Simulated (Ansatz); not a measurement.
`COC(=O)c1ccccc1` and `Fc1ccccc1` differ in one atom or group.

Ansatz, PBE0-D4/def2-TZVP geometries, multiplicity 1. Each molecule was computed in one conformer, which needn't be the lowest.

```csv
property,`COC(=O)c1ccccc1`
LUMO energy (ωB97M-V/def2-TZVPP) / eV,0.69
size of the dipole moment (ωB97M-V/def2-TZVPP) / D,1.93
HOMO–LUMO gap (ωB97M-V/def2-TZVPP) / eV,10.34
HOMO–LUMO gap (PBE0/def2-TZVPP) / eV,6.22
HOMO–LUMO gap (PBE/def2-TZVPP) / eV,4.15
LUMO energy (PBE0/def2-TZVPP) / eV,-1.35
```

(1) Give the same properties after the change, and the shifts. (Estimate.)

## Answers

(1) Computed: 
| property | `Fc1ccccc1` | shift |
| --- | --- | --- |
| LUMO energy (ωB97M-V/def2-TZVPP) / eV | 1.52 | 0.83 |
| size of the dipole moment (ωB97M-V/def2-TZVPP) / D | 1.45 | -0.48 |
| HOMO–LUMO gap (ωB97M-V/def2-TZVPP) / eV | 10.82 | 0.48 |
| HOMO–LUMO gap (PBE0/def2-TZVPP) / eV | 6.71 | 0.49 |
| HOMO–LUMO gap (PBE/def2-TZVPP) / eV | 4.75 | 0.60 |
| LUMO energy (PBE0/def2-TZVPP) / eV | -0.51 | 0.84 |

With PBE0 the HOMO rises by 0.36 eV and the LUMO rises by 0.84 eV, so the gap widens by about 0.48 eV. PBE moves the HOMO by 0.21 eV and ωB97M-V by 0.35 eV. Dipoles are sizes alone; their direction can turn.

Positive LUMOs are unbound, so they and the gaps depend on the basis.
